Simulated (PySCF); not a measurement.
## Gas-phase XPS of `F[SiH2][SiH2]O[SiH3]`, computed

Compound: FH7OSi3.
Z-matrix (Å and degrees, GFN2-xTB geometry), rows numbered from 1:
```
F 
Si  1  1.6204
Si  2  2.2933  1  106.29
O   3  1.6253  2  103.79  1   176.69
Si  4  1.6180  3  160.45  2  -177.07
H   2  1.4650  1  102.15  3  -124.51
H   2  1.4649  1  102.23  3   124.42
H   3  1.4709  2  116.40  1   -66.67
H   3  1.4709  2  116.25  1    60.08
H   5  1.4607  4  103.86  3   163.05
H   5  1.4611  4  108.23  3    43.00
H   5  1.4607  4  107.19  3   -77.32
```

Theory: delta-SCF UKS SCAN, pcX-2 on the ionised atom, pcseg-1 elsewhere, spin-free X2C (PySCF). These are vertical core ionisation energies against the vacuum level, from separate self-consistent calculations with and without the core hole.

Question: Give the core binding energies atom by atom.

Answer: 
```json
{"atom(s)": "Si3", "bonded to": "O, 2 H and Si", "level": "Si 2p3/2", "binding energy (eV)": "107.36", "2p1/2 (eV)": "107.99", "above the level's lowest (eV)": "0.00", "count": "1"}
{"atom(s)": "Si5", "bonded to": "O and 3 H", "level": "Si 2p3/2", "binding energy (eV)": "107.58", "2p1/2 (eV)": "108.21", "above the level's lowest (eV)": "+0.22", "count": "1"}
{"atom(s)": "Si2", "bonded to": "F, 2 H and Si", "level": "Si 2p3/2", "binding energy (eV)": "107.66", "2p1/2 (eV)": "108.28", "above the level's lowest (eV)": "+0.30", "count": "1"}
{"atom(s)": "O4", "bonded to": "2 Si", "level": "O 1s", "binding energy (eV)": "537.96", "2p1/2 (eV)": "–", "above the level's lowest (eV)": "0.00", "count": "1"}
{"atom(s)": "F1", "bonded to": "Si", "level": "F 1s", "binding energy (eV)": "691.95", "2p1/2 (eV)": "–", "above the level's lowest (eV)": "0.00", "count": "1"}
{"atom(s)": "Si3", "bonded to": "O, 2 H and Si", "level": "Si 1s", "binding energy (eV)": "1847.19", "2p1/2 (eV)": "–", "above the level's lowest (eV)": "0.00", "count": "1"}
{"atom(s)": "Si2", "bonded to": "F, 2 H and Si", "level": "Si 1s", "binding energy (eV)": "1847.43", "2p1/2 (eV)": "–", "above the level's lowest (eV)": "+0.24", "count": "1"}
{"atom(s)": "Si5", "bonded to": "O and 3 H", "level": "Si 1s", "binding energy (eV)": "1847.45", "2p1/2 (eV)": "–", "above the level's lowest (eV)": "+0.26", "count": "1"}
```

The listed Si 1s values span 0.26 eV, from Si3 (bonded to O, 2 H and Si) to Si5 (bonded to O and 3 H). The widest gap between neighbouring values is 0.24 eV, between 1847.19 and 1847.43 eV. The values 1847.43 and 1847.45 eV lie too close for their order to be trusted.

Lowest listed Si 2p3/2: Si3, bonded to O, 2 H and Si. Highest, 0.30 eV above it: Si2, bonded to F, 2 H and Si.

Question: Which effective nuclear charge Zeff reproduces each element's mean 1s value in the hydrogen-like formula E = 13.606 eV × Zeff²?

Answer: O (Z = 8): mean 538.0 eV, Zeff = 6.29, Z − Zeff = 1.71; F (Z = 9): mean 692.0 eV, Zeff = 7.13, Z − Zeff = 1.87; Si (Z = 14): mean 1847.4 eV, Zeff = 11.65, Z − Zeff = 2.35. Means run over the listed sites, weighted by atom count.

Spin–orbit and ligand-field terms were added within each 2p shell after the spin-free SCF. 2p1/2 minus 2p3/2 (ligand field included): Si 0.63 eV. Geometry: GFN2-xTB, one conformer, isolated molecule.
